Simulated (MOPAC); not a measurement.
Input for MOPAC: AM1 on ClGeHO (SMILES [OH][Ge][Cl]), a point of a torsion scan.

```
AM1 1SCF PRECISE CHARGE=0 THREADS=1
ClGeHO

O     -1.01288680 1     0.12611522 1     0.21183959 1
Ge     0.45684680 1     1.01350525 1    -0.13100336 1
Cl     1.71394375 1    -0.59132426 1    -0.92297137 1
H     -1.43231232 1    -0.64424689 1    -0.16621369 1
```

The log:

```
*******************************************************************************
 **                                                                           **
 **                              MOPAC v23.2.5                                **
 **                                                                           **
 *******************************************************************************
 ** MOPAC's Digital Object Identifier: https://doi.org/10.5281/zenodo.6511958 **
 **                                                                           **
 ** Please cite the open-source release paper for use of this MOPAC version:  **
 ** J. E. Moussa and J. J. P. Stewart (2026)                                  **
 ** MOPAC: An open-source semiempirical molecular orbital program             **
 ** J. Open Source Softw., 11(119), 8025, https://doi.org/10.21105/joss.08025 **
 *******************************************************************************

                              AM1 CALCULATION RESULTS

 *******************************************************************************
 *  AM1        - The AM1 Hamiltonian to be used
 *
 *
 *
 *                 CHARGE ON SYSTEM = 0
 *
 *
 *
 *  PRECISE    - TIGHTER CRITERIA TO BE USED
 *  1SCF       - DO 1 SCF AND THEN STOP
 *  THREADS=1  - MULTI-THREADING NOT USED
 *  T=         - A TIME OF 172800.0 SECONDS REQUESTED
 *  DUMP=N     - RESTART FILE WRITTEN EVERY 7200.0 SECONDS REQUESTED
 *******************************************************************************
AM1 1SCF PRECISE CHARGE=0 THREADS=1
 ClGeHO

   ATOM   CHEMICAL          X               Y               Z
  NUMBER   SYMBOL      (ANGSTROMS)     (ANGSTROMS)     (ANGSTROMS)

     1       O         -1.01288680  *   0.12611522  *   0.21183959  *
     2      Ge          0.45684680  *   1.01350525  *  -0.13100336  *
     3      Cl          1.71394375  *  -0.59132426  *  -0.92297137  *
     4       H         -1.43231232  *  -0.64424689  *  -0.16621369  *



          CARTESIAN COORDINATES

    NO.       ATOM           X           Y           Z

     1         O         -1.0129      0.1261      0.2118
     2        Ge          0.4568      1.0135     -0.1310
     3        Cl          1.7139     -0.5913     -0.9230
     4         H         -1.4323     -0.6442     -0.1662

  H: (AM1): M.J.S. DEWAR ET AL, J. AM. CHEM. SOC. 107 3902-3909 (1985)
  O: (AM1): M.J.S. DEWAR ET AL, J. AM. CHEM. SOC. 107 3902-3909 (1985)
 Cl: (AM1): M.J.S. DEWAR AND E. G. ZOEBISCH, THEOCHEM, 180, 1 (1988).
 Ge: (AM1): M.J.S.Dewar and C.Jie, Organometallics, 8, 1544, (1989)

           Empirical Formula: H O Ge Cl  =     4 atoms



      MOLECULAR POINT GROUP   :   C1


      RHF CALCULATION, NO. OF DOUBLY OCCUPIED LEVELS = 9


 -------------------------------------------------------------------------------
 AM1 1SCF PRECISE CHARGE=0 THREADS=1
 ClGeHO



     1SCF WAS SPECIFIED, SO BFGS WAS NOT USED
     SCF FIELD WAS ACHIEVED


                              AM1 CALCULATION
                                                       MOPAC v23.2.5 Linux




          FINAL HEAT OF FORMATION =        -68.66496 KCAL/MOL =    -287.29418 KJ/MOL


          COSMO AREA              =        104.81 SQUARE ANGSTROMS
          COSMO VOLUME            =         93.00 CUBIC ANGSTROMS

          IONIZATION POTENTIAL    =          9.062832 EV
          HOMO LUMO ENERGIES (EV) =         -9.063 -1.132
          NO. OF FILLED LEVELS    =          9
          MOLECULAR WEIGHT        =        125.0503         POINT GROUP:  C1

          MOLECULAR DIMENSIONS (Angstroms)

            Atom       Atom       Distance
            H     4   Cl     3     3.23642
           Ge     2   Cl     3     1.69581
            O     1   Ge     2     0.23218


          SCF CALCULATIONS        =          1





   ATOM   CHEMICAL          X               Y               Z
  NUMBER   SYMBOL      (ANGSTROMS)     (ANGSTROMS)     (ANGSTROMS)

     1       O         -1.01288680  *   0.12611522  *   0.21183959  *
     2      Ge          0.45684680  *   1.01350525  *  -0.13100336  *
     3      Cl          1.71394375  *  -0.59132426  *  -0.92297137  *
     4       H         -1.43231232  *  -0.64424689  *  -0.16621369  *

                             CARTESIAN COORDINATES

   1    O       -1.012886800     0.126115220     0.211839590
   2   Ge        0.456846800     1.013505250    -0.131003360
   3   Cl        1.713943750    -0.591324260    -0.922971370
   4    H       -1.432312320    -0.644246890    -0.166213690


           Empirical Formula: H O Ge Cl  =     4 atoms



      MOLECULAR POINT GROUP   :   C1


                  EIGENVALUES
 -36.10506 -35.28232 -18.16313 -14.44654 -13.21047 -12.87381 -11.91822 -11.82987
  -9.06283  -1.13239   0.13243   1.30108   5.90582


              NET ATOMIC CHARGES AND DIPOLE CONTRIBUTIONS

  ATOM NO.   TYPE          CHARGE      No. of ELECS.   s-Pop       p-Pop
    1          O          -0.700129        6.7001     1.84176     4.85837
    2         Ge           0.944374        3.0556     1.68367     1.37196
    3         Cl          -0.512275        7.5123     1.98784     5.52443
    4          H           0.268030        0.7320     0.73197
 DIPOLE           X         Y         Z       TOTAL
 POINT-CHG.    -0.583     4.799     0.750     4.892
 HYBRID        -0.870    -3.966    -0.776     4.133
 SUM           -1.453     0.833    -0.025     1.675


          ATOMIC ORBITAL ELECTRON POPULATIONS

     Atom    s        px        py        pz
    1  O   1.84176   1.63586   1.49368   1.72883
    2 Ge   1.68367   0.41301   0.75750   0.20144
    3 Cl   1.98784   1.85206   1.76203   1.91035
    4  H   0.73197

 **********************
 *                    *
 * JOB ENDED NORMALLY *
 *                    *
 **********************




 == MOPAC DONE ==
```

The run finished.

Cost: very roughly 0.04 core-seconds.
